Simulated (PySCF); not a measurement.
Input file for PySCF: U-B3LYP/LANL2DZ on BH3Se (SMILES B[SeH]), a point of a bond scan (R = 1.779 Å).

```python
from pyscf import gto, scf, dft, mp
from pyscf.data.elements import chemcore

mol = gto.M(
    atom='''
    B     0.45012458   -0.03983348   -1.50253169
    H    -0.65882078   -0.82007564   -2.65438433
    H     1.48655015    0.43721308   -1.81939992
    Se   -0.13171131   -0.01087557    0.31515847
    H     1.03018385    0.69171863    0.88710390
    ''',
    basis='lanl2dz',
    ecp={'Se': 'lanl2dz'},
    charge=0, spin=0, verbose=3, max_memory=1800)
mf = dft.UKS(mol, xc='b3lyp')
mf.conv_tol = 1e-8
mf.max_cycle = 100
mf.init_guess_breaksym = True
mf.kernel()
if not mf.converged:
    mf = mf.newton().run(mf.mo_coeff, mf.mo_occ)
for _ in range(4):
    mo, _, stable, _ = mf.stability(return_status=True)
    if stable:
        break
    mf.kernel(mf.make_rdm1(mo, mf.mo_occ))
```

Program output:

```
converged SCF energy = -35.7994084344258  <S^2> = 1.8528686e-08  2S+1 = 1
<class 'pyscf.dft.uks.UKS'> wavefunction is stable in the internal stability analysis
```

Self-consistency was reached.

Cost: roughly 13 core-seconds.
